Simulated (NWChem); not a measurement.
Program: NWChem. System: H3ClPbSi, charge 0, spin multiplicity 1, displaced from the optimised geometry. The structure started from a generated list of species. Level: CCSD(T)/def2-SVP with def2 effective core potentials on Pb, 14 core orbitals frozen, spin-restricted.

Input file:

```
start mol
memory heap 100 mb stack 700 mb global 1900 mb
geometry units angstroms nocenter noautoz noautosym
  Pb     0.104948    -0.550597     0.000000
  Cl     1.620671     1.432961     0.000000
  Si    -2.055211     1.159361     0.000000
  H     -1.995225     2.039326     1.212203
  H     -3.527612     0.410862     0.000000
  H     -1.995225     2.039326    -1.212203
end
basis spherical
  * library def2-svp
end
ecp
  Pb library def2-ecp
end
scf
  rhf
  nopen 0
  maxiter 100
  thresh 1e-7
  semidirect memsize 60000000 filesize 0
end
ccsd
  freeze core 14
  maxiter 60
end
task ccsd(t) energy
```

Output (cleaned and shortened):

```
             Northwest Computational Chemistry Package (NWChem) 7.3.0
             --------------------------------------------------------

                                NWChem Input Module
                                -------------------

 Scaling coordinates for geometry "geometry" by  1.889725989
 (inverse scale =  0.529177249)

                             Geometry "geometry" -> ""
                             -------------------------

 Output coordinates in angstroms (scale by  1.889725989 to convert to a.u.)

  No.       Tag          Charge          X              Y              Z
 ---- ---------------- ---------- -------------- -------------- --------------
    1 Pb                  82.0000     0.10494800    -0.55059700     0.00000000
    2 Cl                  17.0000     1.62067100     1.43296100     0.00000000
    3 Si                  14.0000    -2.05521100     1.15936100     0.00000000
    4 H                    1.0000    -1.99522500     2.03932600     1.21220300
    5 H                    1.0000    -3.52761200     0.41086200     0.00000000
    6 H                    1.0000    -1.99522500     2.03932600    -1.21220300

 Effective nuclear repulsion energy (a.u.)     607.5532031514

            Nuclear Dipole moment (a.u.)
            ----------------------------
        X                 Y               Z
 ---------------- ---------------- ----------------
    -0.2529832873    -0.1285939638     0.0000000000


 Summary of "ao basis" -> "" (spherical)
 ------------------------------------------------------------------------------
       Tag                 Description            Shells   Functions and Types
 ---------------- ------------------------------  ------  ---------------------
 *                          def2-svp                  on all atoms

 Summary of "ao basis" -> "ao basis" (spherical)
 ------------------------------------------------------------------------------
       Tag                 Description            Shells   Functions and Types
 ---------------- ------------------------------  ------  ---------------------
 Pb                         def2-svp                10       26   4s4p2d
[...]
 ccsd(t): done       19 out of       49 progress:   38.8%
 ccsd(t): done       20 out of       49 progress:   40.8%
 ccsd(t): done       21 out of       49 progress:   42.9%
 ccsd(t): done       22 out of       49 progress:   44.9%
 ccsd(t): done       23 out of       49 progress:   46.9%
 ccsd(t): done       24 out of       49 progress:   49.0%
 ccsd(t): done       25 out of       49 progress:   51.0%
 ccsd(t): done       26 out of       49 progress:   53.1%
 ccsd(t): done       27 out of       49 progress:   55.1%
 ccsd(t): done       28 out of       49 progress:   57.1%
 ccsd(t): done       29 out of       49 progress:   59.2%
 ccsd(t): done       30 out of       49 progress:   61.2%
 ccsd(t): done       31 out of       49 progress:   63.3%
 ccsd(t): done       32 out of       49 progress:   65.3%
 ccsd(t): done       33 out of       49 progress:   67.3%
 ccsd(t): done       34 out of       49 progress:   69.4%
 ccsd(t): done       35 out of       49 progress:   71.4%
 ccsd(t): done       36 out of       49 progress:   73.5%
 ccsd(t): done       37 out of       49 progress:   75.5%
 ccsd(t): done       38 out of       49 progress:   77.6%
 ccsd(t): done       39 out of       49 progress:   79.6%
 ccsd(t): done       40 out of       49 progress:   81.6%
 ccsd(t): done       41 out of       49 progress:   83.7%
 ccsd(t): done       42 out of       49 progress:   85.7%
 ccsd(t): done       43 out of       49 progress:   87.8%
 ccsd(t): done       44 out of       49 progress:   89.8%
 ccsd(t): done       45 out of       49 progress:   91.8%
 ccsd(t): done       46 out of       49 progress:   93.9%
 ccsd(t): done       47 out of       49 progress:   95.9%
 ccsd(t): done       48 out of       49 progress:   98.0%
 ccsd(t): done       49 out of       49 progress:  100.0%
 Time for integral evaluation pass     1        9.60
 Time for triples evaluation pass      1       14.17

 pseudo-e(mp4)  -0.10763701944715E-01
 pseudo-e(mp5)   0.49882763973302E-03
        e(t)    -0.10264874304982E-01

 --------------
 CCSD(T) Energy
 --------------
 Reference energy:                    -941.806764439309973

 CCSD corr. energy:                     -0.366701458555786
 T(CCSD) corr. energy:                  -0.010763701944715
 Total CCSD+T(CCSD) energy:           -942.184229599810465

 CCSD corr. energy:                     -0.366701458555786
 (T) corr. energy:                      -0.010264874304982
 Total CCSD(T) energy:                -942.183730772170748

 routine      calls  cpu(0)   cpu-min  cpu-ave  cpu-max   i/o
 aoccsd          1     0.04     0.04     0.04     0.04    0.00
 iterdrv         1     0.03     0.03     0.03     0.03    0.00
 pampt          13     0.28     0.28     0.28     0.28    0.00
 t2pm           13     0.65     0.65     0.65     0.65    0.00
 sxy            13     1.23     1.23     1.23     1.23    0.00
 ints      4907110    85.08    85.08    85.08    85.08    0.00
 t2eri        8190    25.86    25.86    25.86    25.86    0.00
 idx2         8190     3.42     3.42     3.42     3.42    0.00
 idx34          13     0.34     0.34     0.34     0.34    0.00
 ht2pm          13     0.71     0.71     0.71     0.71    0.00
 itm            13     3.31     3.31     3.31     3.31    0.00
 pdiis          13     0.05     0.05     0.05     0.05    0.00
 triples         1     0.00     0.00     0.00     0.00    0.00
 rdtrpo          1     0.04     0.04     0.04     0.04    0.00
 trpmos          1     9.59     9.59     9.59     9.59    0.00
 trpdrv          1     1.67     1.67     1.67     1.67    0.00
 dovvv      144060     5.36     5.36     5.36     5.36    0.00
 doooo      144060     2.24     2.24     2.24     2.24    0.00
 tengy      134456     4.67     4.67     4.67     4.67    0.00
 Total               144.59   144.59   144.59   144.59    0.00

 Task  times  cpu:      152.3s     wall:      152.3s

 Total times  cpu:      152.3s     wall:      152.3s
```
